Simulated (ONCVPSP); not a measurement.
## What one change does to a pseudopotential (Zn (Z = 30), ONCV)

zinc (Zn), optimised norm-conserving Vanderbilt (ONCV), made with ONCVPSP 4.0.1 (PBE, scalar-relativistic). Core [Ne], reference 3s2 3p6 3d10 4s1 4p1. Waves: 3s+4s: rc 1.15 bohr, ncon 4, nbas 7, qcut 9.6 1/bohr, 2 projectors; 3p+4p: rc 1.30 bohr, ncon 3, nbas 6, qcut 9.9 1/bohr, 2 projectors; 3d: rc 0.75 bohr, ncon 4, nbas 8, qcut 12.1 1/bohr, 2 projectors, debl 2.7 Ha. Local part: polynomial inside 0.55 bohr (lpopt 2, dvloc0 0 Ha). Core correction: Teter function, fcfact 5, rcfact 1.7.

All-electron outer shells of the reference configuration (PBE, scalar-relativistic, ld1.x):

```csv
shell,level (eV),outermost node (bohr),outermost maximum (bohr)
2s,-1160.46,0.07,0.19
2p,-1006.17,–,0.15
3s,-131.48,0.28,0.59
3p,-85.65,0.25,0.59
3d,-12.34,–,0.57
4s,-7.40,0.85,2.04
4p,-2.10,0.92,2.89
```

Change: s: qcut 13.9; p: qcut 14.3; d: qcut 17.5.

Cutoffs: the cutoffs (Ha) at which the residual kinetic energy of the hardest occupied pseudo-wave falls to 1 and 0.1 mHa per electron; they do not see the model core or the augmentation charge, which bear on the density cutoff. Errors are all-electron minus pseudo energies relative to the spin-unpolarised reference configuration.

**Question.** Predict the effect on cutoff, ghosts and configuration errors.

**Answer.** The potential gets softer (413 Ha and 538 Ha → 137 Ha and 191 Ha); of the 4 tests that both files solve, the error grows in 0 and shrinks in 1 by more than 15 % and 0.3 meV (median size 0.7 → 0.7 meV); neither file shows a bound ghost.

| quantity | base | changed |
| --- | --- | --- |
| cutoff, loose | 413 Ha | 137 Ha |
| cutoff, tight | 538 Ha | 191 Ha |
| loose cutoff by channel | s 34 Ha, p 38 Ha, d 413 Ha | s 57 Ha, p 47 Ha, d 137 Ha |
| bound ghosts | none | none |
| GHOST(+) flags under 300 eV | none | none |
| error for 3s2 3p6 3d10 4s2 4p0, meV [ΔE -5.09 eV] | +0.4 | +0.6 |
| error for 3s2 3p6 3d10 4s1 4p0, meV [ΔE 4.80 eV] | -0.3 | -0.2 |
| error for 3s2 3p6 3d10 4s0 4p0, meV [ΔE 23.24 eV] | -0.9 | -0.8 |
| error for 3s2 3p5 3d10 4s2 4p0, meV [ΔE 86.95 eV] | +49 | +11 |
| s: phases at 1.17 bohr within 0.05 rad from the reference energy up to (Ha; the scan ends near 5) | to the end of the scan | to the end of the scan |
| p: phases at 1.32 bohr within 0.05 rad from the reference energy up to (Ha; the scan ends near 5) | to the end of the scan | to the end of the scan |
| d: phases at 0.76 bohr within 0.05 rad from the reference energy up to (Ha; the scan ends near 5) | to the end of the scan | to the end of the scan |
| rms error of d²Exc/dni dnj with the model core, mHa | 2.52 | 2.00 |
